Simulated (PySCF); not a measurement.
H₅P, SMILES [H][P@TB7]([H])([H])([H])[H].

Geometry: PBE0-D3(BJ)/def2-TZVPD.

Two levels are set side by side: TDDFT-PBE/def2-TZVPD (PySCF) and ADC(2)/aug-cc-pVDZ (PySCF). Vertical, same geometry; the bases differ. Differences are taken from unrounded values.

```json
[
 {"quantity": "lowest singlet excitation (eV)", "ADC(2)": "4.64"}
]
```

What does TDDFT-PBE give, and how far is it from ADC(2)? (An estimate is asked for; the answer gives what the named calculation found.)


```tsv
quantity	TDDFT-PBE	TDDFT-PBE minus ADC(2)
lowest singlet excitation (eV)	4.27	-0.38
```

A lower first singlet is the usual sign of a functional without exact exchange. Differences between two approximate levels are no errors against the true value.

Rough cost on one machine, each run with all the roots and properties that it gave: ADC(2) against TDDFT-PBE within a factor of 2.
